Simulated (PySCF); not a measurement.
## UHF on W(2+) (tungsten, charge +2)

Configuration: [Xe] 4f14 5d4, high-spin 5D determinant. Computed with PySCF 2.14 in aug-cc-pwCVTZ-PP with ECP60MDF, with a scalar-relativistic core potential.

| Property | Result |
| --- | --- |
| Total energy | -65.913972 hartree |
| One-electron energy | -104.9795 hartree |
| Hartree (Coulomb) energy | 45.7515 hartree |
| Exchange energy | -6.6860 hartree |
| ⟨S²⟩ | 6.0042 |
| ⟨L²⟩ | 6.029 |
| Sum of ⟨r⟩ | 17.36 bohr |
| Sum of ⟨r²⟩ | 29.56 bohr² |
| Traceless quadrupole moment −½Σ⟨3z² − r²⟩ along its main axis | -1.20 e·bohr² |

| shell | electrons | mean orbital energy (eV) | spread (eV) | rms radius, mean of both spins (bohr) |
| --- | --- | --- | --- | --- |
| 5s α | 1 | -110.88 | 0 | 1.16 |
| 5s β | 1 | -106.51 | 0 | 1.16 |
| 5p α | 3 | -71.526 | 0.787 | 1.35 |
| 5p β | 3 | -64.833 | 1.354 | 1.35 |
| 5d α | 4 | -26.028 | 1.222 | 2.00 |

Energies and moments cover only the electrons outside the core potential. Spin-orbit coupling, absent here, splits the open shell strongly.
